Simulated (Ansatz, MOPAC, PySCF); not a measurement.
Species: C2H7BN (charge 0, doublet). SMILES: C[B]NC
Geometry: optimised at B3LYP-D3(BJ)/def2-TZVP (Ansatz, a program for electronic structure).

Unscaled harmonic wavenumbers (cm⁻¹) in rising order, each level at the stationary point that it reaches from this structure (no distance between atoms moves by over 0.3 Å); the order of modes can differ between levels, and a negative number is imaginary. B3LYP-D3(BJ)/def2-TZVP (PySCF, at the structure above): 115, 173, 201, 228, 445, 618, 791, 872, 959, 1057, 1144, 1151, 1314, 1348, 1449, 1452, 1464, 1494, 1495, 1555, 2972, 3019, 3058, 3064, 3080, 3123, 3450.

AM1 (MOPAC): 67, 125, 188, 233, 496, 565, 823, 828, 1035, 1124, 1185, 1308, 1366, 1371, 1375, 1380, 1382, 1430, 1490, 1749, 2994, 3015, 3093, 3100, 3102, 3172, 3442. Zero-point energy 59.2 against 58.7 kcal/mol; where all levels lie over 400 cm⁻¹, the wavenumbers are on average 1.016 times those of B3LYP-D3(BJ)/def2-TZVP.

HF/6-31G* (Ansatz): 102, 170, 208, 250, 472, 658, 844, 943, 1051, 1130, 1256, 1261, 1403, 1493, 1607, 1608, 1617, 1638, 1641, 1686, 3164, 3197, 3225, 3240, 3242, 3307, 3775. Zero-point energy 63.2 against 58.7 kcal/mol; where all levels lie over 400 cm⁻¹, the wavenumbers are on average 1.080 times those of B3LYP-D3(BJ)/def2-TZVP.

B3LYP/6-31G* (Ansatz): 117, 176, 206, 226, 443, 617, 792, 878, 970, 1065, 1155, 1161, 1322, 1372, 1476, 1486, 1500, 1518, 1521, 1569, 2990, 3029, 3073, 3076, 3095, 3147, 3445. Zero-point energy 59.2 against 58.7 kcal/mol; where all levels lie over 400 cm⁻¹, the wavenumbers are on average 1.009 times those of B3LYP-D3(BJ)/def2-TZVP.
